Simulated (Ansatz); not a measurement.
`C[CH2][Al]([NH2])[OH]` + HBr → `[NH2][Al]([OH])[Br]` + `CC`  (ligand exchange at the Al–C bond)

Isolated molecules relaxed with PBE0-D4/def2-TZVP in Ansatz; ΔE leaves out vibrations. CCSD(T)/CBS adds triple-zeta CCSD(T) − MP2 to the extrapolated MP2 energy (def2 sets, frozen cores). This one scheme is used for every species. Functionals use def2-TZVPP. For Br outer-core shells are correlated without core-valence functions, which leaves a few kJ/mol of doubt a bond. Scalar relativity is left out up to krypton. Each species was taken in one conformer, which may not be the lowest.

`C[CH2][Al]([NH2])[OH]`:

```xyz
13

C    -0.854   -1.313   -1.033
C     0.550   -0.759   -0.785
Al    0.656    0.694    0.511
N    -0.804    1.298    1.314
O     2.177    1.371    0.855
H    -0.854   -2.124   -1.767
H    -1.533   -0.542   -1.407
H    -1.299   -1.711   -0.116
H     0.989   -0.407   -1.727
H     1.220   -1.561   -0.452
H    -0.852    2.040    1.993
H    -1.725    0.930    1.143
H     2.329    2.083    1.472
```

HBr:

Z-matrix (Å, degrees):
```
Br
H 1 1.420
```

`[NH2][Al]([OH])[Br]`:

Z-matrix (Å, degrees):
```
N
Al 1 1.755
H 1 1.006 2 125.9
H 1 1.007 2 123.4 3 -180.0
O 2 1.686 1 124.3 3 -0.0
Br 2 2.245 1 118.5 3 -180.0
H 5 0.955 2 124.7 1 -0.1
```

`CC`:

Z-matrix (Å, degrees):
```
C
C 1 1.519
H 1 1.093 2 111.4
H 1 1.093 2 111.4 3 120.0
H 1 1.093 2 111.4 3 -120.0
H 2 1.093 1 111.4 3 180.0
H 2 1.093 1 111.4 3 -60.0
H 2 1.093 1 111.4 3 60.0
```

| level | ΔE (kJ/mol) | difference from CCSD(T)/CBS |
| --- | --- | --- |
| BLYP-D4 | -166.1 | 10.0 |
| B97M-V | -176.6 | -0.5 |
| CAM-B3LYP-D4 | -173.7 | 2.4 |
| ωB97X-V | -175.0 | 1.1 |
| ωB97M-V | -173.0 | 3.1 |
| B2PLYP | -178.2 | -2.1 |
| r2SCAN | -178.7 | -2.6 |
| r2SCAN0 | -182.7 | -6.6 |
| RPA@PBE/def2-TZVPP | -167.2 | 8.9 |
| SCS-MP2/def2-QZVPP | -180.3 | -4.2 |
| CCSD(T)/CBS | -176.1 | 0 |

Largest T1 diagnostic among the species: 0.010.

Leaving LDA and LC-ωPBE aside and taking each functional with its dispersion term where it has one, the values, not all of them listed here, spread over 18.1 kJ/mol, from BHLYP-D4 to revPBE-D4. LDA lies +6.9 kJ/mol from PBE without D4. In def2-TZVPP, CCSD(T) changes the Hartree–Fock value by +25.5 kJ/mol (the triples alone add +2.8 kJ/mol) and MP2 by +20.1 kJ/mol.
